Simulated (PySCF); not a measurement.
# Correlation energy of Br (bromine, neutral)

Starting occupation: [Ar] 3d10 4s2 4p5, 4p1/2 with m_j = +1/2, 4p3/2 with m_j = -3/2, -1/2, +1/2, +3/2. Calculation: PySCF 2.14, in x2c-TZVPall-2c with one added diffuse shell each of s, p, d type (7s8p5d1f, 63 functions); X2C-1e with screened-nucleus spin-orbit coupling, Gaussian nucleus. Frozen: [Ne]; 25 electrons correlated.

MP2 pair energies summed by pair of shells (mhartree):

```
 pair  energy  share (%)
3d-3d  -89.15       22.3
4p-4p  -83.17       20.8
3d-3p  -71.57       17.9
4p-4s  -46.04       11.5
3d-4p  -25.00        6.3
3p-3p  -23.62        5.9
3d-3s  -18.24        4.6
3d-4s  -11.97        3.0
3p-3s  -10.41        2.6
4s-4s   -8.15        2.0
3p-4p   -5.82        1.5
3p-4s   -3.27        0.8
3s-3s   -1.30        0.3
3s-4p   -1.29        0.3
3s-4s   -0.54        0.1
```

Total MP2 correlation energy: -399.53 mhartree.

The GHF reference relaxed away from the jj start to a determinant that is no pure jj level (⟨S²⟩ = 0.76, ⟨J²⟩ = 0.92); the energies belong to that determinant.

This basis was not built for core-valence correlation, so the inner-shell part is incomplete.
